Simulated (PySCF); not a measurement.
Constitutional and geometric isomers with formula H5B3O. Gas-phase values, no solvent. One relaxed conformer stands for each flexible species; it need not be the lowest. Strings in code marks are SMILES.

The S1 excitation (TDA) from two functionals at the same geometries (r2SCAN-D4/def2-TZVP), both in PySCF: PBE-D3(BJ)/def2-TZVP and r2SCAN-D4/def2-TZVP. Excitations are Tamm–Dancoff values on a coarser integration grid. The basis has no diffuse functions, so Rydberg states are missing or too high.

```tsv
species	PBE-D3(BJ)/def2-TZVP (eV)
`BB(B)O`	2.89
`BBOB`	3.98
`BBBO`	4.02
```

**Question.** What does r2SCAN-D4/def2-TZVP give for each?

**Answer.** 
- `BB(B)O`: 3.30
- `BBOB`: 4.48
- `BBBO`: 4.48
Over these rows, drawn at random from the members with no instability flagged (it was tested for open shells, ions and some series alone), PBE minus r2SCAN-D4: mean -0.45 eV, from -0.50 eV to -0.41 eV.
